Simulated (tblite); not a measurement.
Compound: C7H4FN (charge -1 and doublet state).
Atom-mapped SMILES: `[N-:1]=[C:2][C:3]1=[CH:4][C@@H:5]2[CH:6]=[C:7]([F:8])[C@H:9]12` (hydrogens: H10 on C4; H11 on C5; H12 on C6; H13 on C9)
Bond orders are those of one Lewis drawing.

Computed with GFN2-xTB (tblite), gas phase: L-BFGS steps from a force-field or distance-geometry start until the largest atomic force falls under 0.01 eV/Å.

Step 27: E = -672.5772 eV
```
atom  x, y, z in Å  |  force x, y, z in eV/Å
N1      2.3718   -2.6017    0.7916   -0.026   0.000   0.022
C2      1.7125   -1.6660    0.5387   -0.016   0.002  -0.008
C3      1.0029   -0.5698    0.1594   -0.005  -0.019  -0.015
C4      1.1220    0.8168    0.3063    0.033   0.021  -0.010
C5     -0.1364    1.0984   -0.4608    0.039   0.003   0.003
C6     -1.3736    1.0036    0.4008   -0.047   0.008  -0.009
C7     -1.4895   -0.3190    0.1713    0.026  -0.034  -0.031
F8     -2.2753   -1.2907    0.7451    0.026  -0.016   0.019
C9     -0.2690   -0.4468   -0.6763    0.039  -0.002  -0.013
H10     1.5944    1.4175    1.0683    0.021  -0.012  -0.001
H11    -0.1263    1.8263   -1.2790   -0.027   0.006   0.020
H12    -1.8195    1.6865    1.1013   -0.043   0.042   0.022
H13    -0.3185   -0.9546   -1.6415   -0.021   0.001   0.001
```

Step 28: E = -672.5777 eV
```
atom  x, y, z in Å  |  force x, y, z in eV/Å
N1      2.3660   -2.6033    0.7937   -0.015  -0.006   0.029
C2      1.7110   -1.6650    0.5403   -0.024  -0.001  -0.023
C3      1.0042   -0.5685    0.1567   -0.007  -0.021  -0.016
C4      1.1231    0.8179    0.3037    0.027   0.020  -0.007
C5     -0.1371    1.1000   -0.4608    0.048  -0.016  -0.024
C6     -1.3740    1.0032    0.4012   -0.025   0.013  -0.017
C7     -1.4861   -0.3196    0.1721    0.011  -0.027  -0.030
F8     -2.2685   -1.2920    0.7479    0.013  -0.033   0.024
C9     -0.2677   -0.4455   -0.6782    0.028  -0.004  -0.009
H10     1.5912    1.4141    1.0708    0.036   0.016   0.015
H11    -0.1280    1.8263   -1.2804   -0.028   0.015   0.026
H12    -1.8197    1.6866    1.1015   -0.044   0.034   0.022
H13    -0.3188   -0.9538   -1.6435   -0.020   0.010   0.011
```

Step 29: E = -672.5782 eV
```
atom  x, y, z in Å  |  force x, y, z in eV/Å
N1      2.3604   -2.6048    0.7963   -0.005  -0.012   0.035
C2      1.7095   -1.6641    0.5416   -0.025  -0.010  -0.033
C3      1.0057   -0.5674    0.1539   -0.003  -0.011  -0.012
C4      1.1248    0.8190    0.3011    0.019   0.012  -0.005
C5     -0.1371    1.1013   -0.4606    0.034  -0.025  -0.035
C6     -1.3749    1.0029    0.4016    0.003   0.012  -0.022
C7     -1.4828   -0.3205    0.1727   -0.009  -0.007  -0.016
F8     -2.2623   -1.2937    0.7506    0.009  -0.041   0.021
C9     -0.2659   -0.4443   -0.6799    0.005  -0.002  -0.003
H10     1.5900    1.4106    1.0727    0.045   0.039   0.025
H11    -0.1301    1.8265   -1.2809   -0.023   0.024   0.028
H12    -1.8220    1.6873    1.1013   -0.033   0.009   0.006
H13    -0.3196   -0.9523   -1.6453   -0.015   0.014   0.012
```

Step 30: E = -672.5787 eV
```
atom  x, y, z in Å  |  force x, y, z in eV/Å
N1      2.3561   -2.6058    0.7992    0.000  -0.016   0.037
C2      1.7082   -1.6639    0.5421   -0.020  -0.021  -0.034
C3      1.0072   -0.5669    0.1512    0.004   0.003  -0.005
C4      1.1271    0.8198    0.2990    0.010  -0.001  -0.002
C5     -0.1366    1.1020   -0.4603    0.008  -0.019  -0.027
C6     -1.3761    1.0027    0.4018    0.025   0.004  -0.022
C7     -1.4803   -0.3214    0.1734   -0.026   0.015  -0.001
F8     -2.2578   -1.2958    0.7525    0.012  -0.037   0.015
C9     -0.2643   -0.4433   -0.6808   -0.018   0.001   0.004
H10     1.5917    1.4079    1.0736    0.042   0.049   0.022
H11    -0.1325    1.8271   -1.2804   -0.015   0.031   0.023
H12    -1.8262    1.6883    1.1001   -0.013  -0.021  -0.016
H13    -0.3209   -0.9502   -1.6464   -0.009   0.012   0.006
```

Problem. Estimate the geometry and energy of step 31. (The exact step hangs on the optimiser's Hessian estimate; all steps are aligned on step 30, rigid shifts and turns removed.)

Solution. E = -672.5791 eV, largest force 0.056 eV/Å
```
atom  x, y, z in Å  |  force x, y, z in eV/Å
N1      2.3530   -2.6067    0.8025   -0.002  -0.014   0.034
C2      1.7071   -1.6643    0.5419   -0.010  -0.028  -0.029
C3      1.0087   -0.5666    0.1489    0.008   0.012   0.003
C4      1.1297    0.8205    0.2973    0.002  -0.011   0.004
C5     -0.1359    1.1023   -0.4598   -0.015  -0.002  -0.007
C6     -1.3771    1.0025    0.4018    0.034  -0.005  -0.014
C7     -1.4788   -0.3221    0.1742   -0.033   0.026   0.009
F8     -2.2546   -1.2983    0.7538    0.019  -0.023   0.006
C9     -0.2631   -0.4424   -0.6811   -0.030   0.003   0.010
H10     1.5959    1.4062    1.0737    0.028   0.044   0.005
H11    -0.1349    1.8280   -1.2789   -0.005   0.035   0.013
H12    -1.8317    1.6890    1.0978    0.008  -0.044  -0.033
H13    -0.3225   -0.9477   -1.6471   -0.004   0.006  -0.002
```

The energy changes by -0.0004 eV. The first-order estimate −F·Δx gives -0.0006 eV and the mean of the old and new forces, exact on a quadratic surface, -0.0004 eV. The step makes an angle of 67° with the force vector and moves no atom by more than 0.006 Å.

What follows is the cost of the whole relaxation. Hardware: Arm Neoverse V1, one thread, shared host with 32 logical CPUs at a one-minute load of 10. Cost: 0.31 s.
